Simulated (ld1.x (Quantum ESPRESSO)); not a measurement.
## Building the TM potential for silver (Ag) (PBEsol, scalar-relativistic).

ld1.x (Quantum ESPRESSO) 7.5 input, shortened:

```
&input
   title='Ag', zed=47., rel=1, dft='PBESOL', iswitch=3,
   config='[Kr] 4d10 5s0 5p1'
 /
 &inputp
   pseudotype=2, tm=.true., lloc=2,
   nlcc=.false.
 /
3
4S  1  0   2.00   0.00  1.45  1.45  0.0
4P  2  1   6.00   0.00  1.65  1.65  0.0
4D  3  2  10.00   0.00  1.10  1.10  0.0
 &test
   configts(1)='4s2 4p6 4d10 5s0 5p1'
 /
```

Occupied shells without a wave of their own: 5p. They enter only through the test configuration that unscreens the potential.

Calculated quality:

```
Cutoffs needed           : 90 Ry and 110 Ry (the cutoffs (Ry, on a coarse ladder) from which the occupation-weighted sum of valence levels, in a spherical-Bessel basis at the reference potential, stays within 10 and 1 mRy of its value at 400 Ry)
Ghost test               : no extra level below or beside the all-electron valence levels (s, p, d, f tested) (spherical-Bessel basis up to 400 Ry, 20 bohr box)
Largest excitation error : +926 meV (all-electron minus pseudo) for 4s2 4p5 4d10 5s1 5p0, out of 7 test configurations
```

Generation and tests took about 4.7 s on one core of a shared server CPU.
